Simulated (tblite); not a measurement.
A tight-binding relaxation on `CC#C[Si@]([SiH3])(C#N)[CH2][GeH3]`.

Computed with GFN2-xTB geometry optimisation, gas phase (tblite 0.8.0). Start geometry: from a force field or distance geometry. A driver script takes a list of jobs; this job's settings line and coordinates (Å) are shown.

Command:
```bash
OMP_NUM_THREADS=1 python probes_run.py task.json out
```

Input:
```
{"job": {"kind": "relax", "xc": "GFN2-xTB", "basis": "xTB"}, "charge": 0, "multiplicity": 1}
C      3.175100     1.365100     1.188200
C      2.041500     0.584700     0.652900
C      1.144200    -0.079800     0.216100
Si    -0.235000    -1.051100    -0.490300
Si    -1.394000    -1.863300     1.221900
C      0.404700    -2.410200    -1.545400
N      0.824600    -3.256200    -2.212100
C     -1.370400     0.043100    -1.482900
Ge    -1.593500     1.787800    -0.684600
H      2.758800     2.109700     1.888100
H      3.705100     1.888100     0.345000
H      3.939900     0.695700     1.638400
H     -1.987700    -0.840600     2.086600
H     -0.621500    -2.850900     1.998700
H     -2.552100    -2.591700     0.634000
H     -0.965300     0.161900    -2.498300
H     -2.351900    -0.459600    -1.555700
H     -2.581600     2.589800    -1.600800
H     -2.138900     1.681400     0.760700
H     -0.207100     2.506700    -0.563500
```

Output:
```
step      E/eV     max force
  0    -665.57035    2.022
  1    -665.61831    5.034
  2    -665.79645    1.307
  3    -665.78910    3.880
  4    -665.86629    0.501
  5    -665.89103    0.340
  6    -665.92346    0.725
  7    -665.93744    0.480
  8    -665.95141    0.228
  9    -665.95974    0.270
... (131 lines left out)
141    -666.03052    0.027
142    -666.03057    0.024
143    -666.03062    0.015
144    -666.03067    0.014
145    -666.03072    0.019
146    -666.03076    0.024
147    -666.03079    0.020
148    -666.03082    0.014
149    -666.03085    0.012
150    -666.03087    0.009
```

«max force» is the largest atomic force in eV/Å.

Problem. From which step on does the largest force stay under 0.1 eV/Å, and how much energy is left to gain from there?

Solution. From step 106 (0.025 eV/Å), 3.7 meV above the end.

Summary of the converged run: energy lowered by 10.6 kcal/mol over 150 steps; largest atomic force 0.009 eV/Å at the end.

Problem. Give the final coordinates.

Solution. 0.413 Å rms from the input after alignment:
```
atom  x, y, z in Å
C1     3.4066    1.2648    1.0321
C2     2.2397    0.5430    0.5836
C3     1.2695   -0.0640    0.2015
Si4   -0.2452   -0.9704   -0.3491
Si5   -1.5418   -1.8751    1.3530
C6     0.4668   -2.3307   -1.4344
N7     0.8756   -3.1917   -2.0709
C8    -1.1827    0.1608   -1.5737
Ge9   -1.9459    1.7351   -0.6857
H10    3.1185    2.0230    1.7601
H11    3.8907    1.7512    0.1857
H12    4.1125    0.5766    1.4964
H13   -1.9879   -0.8246    2.2728
H14   -0.7699   -2.8546    2.1179
H15   -2.7342   -2.5460    0.8247
H16   -0.5063    0.4910   -2.3626
H17   -1.9843   -0.3983   -2.0583
H18   -2.6322    2.6492   -1.6560
H19   -2.9612    1.3393    0.3422
H20   -0.8936    2.5320    0.0176
```

On one thread of an Arm Neoverse N1, shared host, this took 2.8 s.
Labels such as C1 count atoms from 1, the log's own numbers from 0.
